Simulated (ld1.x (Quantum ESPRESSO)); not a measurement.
Pseudopotential generation for germanium: TM semilocal, revPBE, scalar-relativistic.

| Item | Value |
| --- | --- |
| Element | germanium |
| Generator | ld1.x (Quantum ESPRESSO) 7.5 |
| Type | norm-conserving Troullier–Martins (semilocal form) |
| Functional | revPBE |
| Relativity | scalar-relativistic |
| Frozen core | [Ar] 3d10 |
| Valence charge | 4 |
| Reference configuration | 4s2 4p1.5 (charge +0.5) |
| Partial waves | 4s (bound): rc 1.70 bohr; 4d channel at -0.1 Ry: rc 2.00 bohr; 4p (bound): rc 2.35 bohr |
| Local potential | the p channel |
| Core correction | a·sin(br)/r model core inside 1.75 bohr |

Results:

```json
{
  "Cutoffs needed": "30 Ry and 40 Ry (the cutoffs (Ry, on a coarse ladder) from which the occupation-weighted sum of valence levels, in a spherical-Bessel basis at the reference potential, stays within 10 and 1 mRy of its value at 400 Ry)",
  "Ghost test": "no extra level below or beside the all-electron valence levels (s, d, p tested); the semilocal form is local in each channel, so this says nothing of the separable form that plane-wave codes build from it (spherical-Bessel basis up to 400 Ry, 20 bohr box)",
  "Largest excitation error": "-308 meV (all-electron minus pseudo) for 4s1 4p0, out of 7 test configurations"
}
```

Generation and tests took about 2 s on one core of a shared server CPU.
